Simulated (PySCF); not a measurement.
# Electron correlation in As⁺ (arsenic, charge +1)

[Ar] 3d10 4s2 4p2, high-spin 3P determinant. Calculation: PySCF 2.14, in cc-pVTZ-DK (6s5p3d1f, 43 functions); the spin-free X2C one-electron Hamiltonian (Gaussian nucleus). Frozen: [Ar] 3d10; 4 electrons correlated.

MP2 pair energies summed by pair of shells (mhartree):

```tsv
pair	energy	share (%)
4s-4p	-33.06	61.8
4s-4s	-15.22	28.4
4p-4p	-5.23	9.8
```

Total MP2 correlation energy: -53.51 mhartree.

Same-spin part -8.94 and opposite-spin part -44.57 mhartree; SCS-MP2 scales them by 1/3 and 6/5 to -56.46 mhartree.

```
  level  correlation energy (mhartree)
   CCSD                         -68.81
    (T)                          -1.60
CCSD(T)                         -70.41
```

Diagnostics: T1 = 0.0073, D1 = 0.0194, largest double amplitude 0.091.

Problem. Is a single reference adequate?

Solution. Mostly. T1 lies below 0.03, but a double amplitude of this size points to a near-degeneracy that CCSD handles and MP2 describes poorly.
